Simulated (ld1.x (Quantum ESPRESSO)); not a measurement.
# Reading a pseudo-wave (phosphorus)

Columns: radius, all-electron u(r) and pseudo u(r) of the 3p shell (level -5.52 eV) of phosphorus in the configuration [Ne] 3s2 3p3; PBE, non-relativistic, ultrasoft scheme, ld1.x (Quantum ESPRESSO) 7.5.

```tsv
r (bohr)	all-electron	pseudo
0.090	0.1131	-0.0060
0.180	0.2429	-0.0237
0.270	0.2956	-0.0522
0.360	0.2769	-0.0903
0.450	0.2104	-0.1362
0.540	0.1174	-0.1879
0.630	0.0132	-0.2432
0.720	-0.0923	-0.3001
0.810	-0.1929	-0.3566
0.900	-0.2851	-0.4108
0.990	-0.3672	-0.4614
1.080	-0.4386	-0.5072
1.170	-0.4998	-0.5477
1.260	-0.5510	-0.5825
1.350	-0.5924	-0.6116
1.440	-0.6248	-0.6352
1.530	-0.6489	-0.6537
1.620	-0.6657	-0.6672
1.710	-0.6758	-0.6760
1.800	-0.6803	-0.6803
1.890	-0.6798	-0.6798
1.980	-0.6752	-0.6752
2.070	-0.6671	-0.6671
2.160	-0.6561	-0.6561
2.250	-0.6428	-0.6428
2.340	-0.6275	-0.6275
```

(1) How many radial nodes do the two functions have?

(2) At about which radius was the pseudo-wave matched?

(3) Is the pseudo-wave norm-conserving?

## Answers

(1) The all-electron 3p function has n − l − 1 = 1; the pseudo-wave has 0, since the states of the same l below it are removed with the core.

(2) 1.80 bohr, where the columns begin to agree (steps of 0.09 bohr).

(3) No, it belongs to an ultrasoft set: the norm inside the radius is not constrained, and the difference is carried by the augmentation charge.
